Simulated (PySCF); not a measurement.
Ti⁺ (titanium, charge +1) across methods

[Ar] 3d1 4s1 4p1, one real determinant (an excited configuration). Calculation: PySCF 2.14, in ANO-RCC-VTZP; scalar relativity by spin-free X2C-1e.

```tsv
method	E (hartree)	mean ε 3d α (eV)	mean ε 4s α (eV)	mean ε 4p α (eV)	Σ⟨r²⟩ (bohr²)	⟨S²⟩
PBE0	-853.027	-20.001	-14.095	-9.833	37.62	3.751
UHF	-852.32491	-25.284	-16.394	-11.538	38.15	3.752
HSE06	-853.051	-19.561	-13.721	-9.442	37.57	3.751
B3LYP	-853.239	-19.594	-13.860	-9.543	37.47	3.751
PBE	-852.987	-17.938	-13.159	-9.052	37.54	3.750
LDA	-851.104	-17.827	-13.303	-9.007	37.35	3.750
revPBE	-853.122	-17.931	-13.114	-9.063	37.61	3.750
r2SCAN	-853.174	-18.458	-13.365	-9.166	37.61	3.751
```

⟨L²⟩ = 8.02 against 12 for a pure F term, so this real determinant mixes terms.
